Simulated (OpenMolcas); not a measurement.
**What dynamic correlation does to the levels of S**

* Program: OpenMolcas
* Basis: ANO-RCC-VTZP [5s4p2d1f]
* Scalar Hamiltonian: DKH2, point nucleus
* Active space: 4 electrons in 3 orbitals (3p)
* State averaging: 2S+1 = 3 even, 3 roots; 2S+1 = 1 even, 6 roots
* Spin-orbit coupling: state interaction with AMFI integrals over the reference wave functions, term energies averaged over their components

Methods on the same reference wave functions:
A. CASSCF
B. SS-CASPT2, IPEA 0.25 Eh, imaginary shift 0.1 Eh (closed shells correlated: 2s 2p 3s)
C. XMS-CASPT2, IPEA 0.25 Eh, imaginary shift 0.1 Eh (closed shells correlated: 2s 2p 3s)

Energies in cm⁻¹ above 3s² 3p⁴ ³P₂, the measured ground level; measured values from NIST Handbook of Basic Atomic Spectroscopic Data.

```json
{"Level": "3s² 3p⁴ ³P₂", "A": "0.0", "B": "0.0", "C": "0.0", "Measured": "0.0"}
{"Level": "3s² 3p⁴ ³P₁", "A": "367", "B": "369", "C": "368", "Measured": "396"}
{"Level": "3s² 3p⁴ ³P₀", "A": "539", "B": "538", "C": "538", "Measured": "574"}
{"Level": "3s² 3p⁴ ¹D₂", "A": "11743", "B": "9580", "C": "9710", "Measured": "9239"}
{"Level": "3s² 3p⁴ ¹S₀", "A": "28917", "B": "23640", "C": "23650", "Measured": "22180"}
```

Deviations, from unrounded energies. A percentage is the sum of absolute deviations over the sum of measured energies, with the sign that they share, or ± where signs differ.

| Against measurement | Levels | A | B | C |
| --- | --- | --- | --- | --- |
| mean absolute deviation (cm-1) | 4 | 2300 | 470 | 500 |
| fine structure of the ground term (%) | 2 | -6.5 | -6.5 | -6.5 |
| other terms of the ground configuration (%) | 2 | +29.4 | +5.7 | +6.2 |

B lies closest to measurement on these levels and A furthest from it. The largest miss of B in the table is 3s² 3p⁴ ¹S₀, by +1500 cm-1. The ranking rests on the paired levels alone, and a cruder setting can come out closer through cancelling errors.

Between B and C the level of the table that moves most is 3s² 3p⁴ ¹D₂, by 120 cm-1 (lowest in B, highest in C). Moves below CASPT2's spread within the term are not significant.

The mean deviations of B to C differ by less than CASPT2's widest spread within a term (1500 cm-1), so their order carries little weight.

From A to B the spin-free energies of the other terms of 3s² 3p⁴ shown, above ³P, scale by factors of 0.81 to 0.82.

The lowest spin-free term lies below A's lowest term by 0.144 hartree in B, 0.150 hartree in C.

CASPT2 breaks the degeneracy within a term, and the mean is taken; among the terms shown or strongly mixed into the levels shown the widest spread is 1500 cm-1 (3s² 3p⁴ ¹D, C). With the s shell closed, the reference lacks s² → p² mixing. Without dynamic correlation excited terms often stand tens of per cent too high (terms of higher spin than the ground term too low), and those without a measured partner can miss by more than the paired ones (holds for A). Computed and measured levels are paired by configuration, term and J; levels that our copy of the source lacks, or whose pairing is in doubt (as where it misses far off the trend of its configuration), stay unpaired and out of the deviations. Levels of configurations outside the active space are missing.
